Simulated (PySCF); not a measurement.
**Radial density of Ge²⁺ (germanium, charge +2)**

UHF, [Ar] 3d10 4s2, closed-shell 1S. Computed with PySCF 2.14 in 6-31G* (5s4p3d, 32 functions), with the non-relativistic Hamiltonian (point nucleus).

| r (bohr) | 4πr²ρ (e/bohr) |
| --- | --- |
| 0.000877 | 0.2017 |
| 0.00148 | 0.5573 |
| 0.00248 | 1.489 |
| 0.00417 | 3.759 |
| 0.00702 | 8.893 |
| 0.0118 | 18.52 |
| 0.0199 | 31.58 |
| 0.0334 | 38.89 |
| 0.0562 | 33.30 |
| 0.0945 | 35.14 |
| 0.159 | 45.24 |
| 0.267 | 26.15 |
| 0.450 | 27.59 |
| 0.757 | 20.20 |
| 1.27 | 4.278 |
| 2.14 | 1.182 |
| 3.60 | 0.1348 |
| 6.06 | 0.0001720 |
